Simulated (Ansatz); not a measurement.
Q: Name a neutral molecule of C, Cl, F, Si and H with HOMO–LUMO gap (B3LYP/def2-TZVPP) between 6.50 and 6.80 eV and HOMO–LUMO gap (PBE0/def2-TZVPP) between 7.05 and 7.35 eV (Ansatz, PBE0-D4/def2-TZVP geometry).

A: `C[SiH](Cl)[SiH2]F` (6.77 eV, 7.13 eV); `C=C(F)[SiH2]Cl` (6.75 eV, 7.19 eV); `F[Si@H]1C[C@@H]1Cl` (6.65 eV, 7.07 eV); `C=C(CCl)[SiH2]F` (6.78 eV, 7.22 eV). Other molecules can fit too; these were computed, each in one conformer that needn't be the lowest.

B3LYP here is the variant with VWN-RPA as its local correlation; programs differ in this.
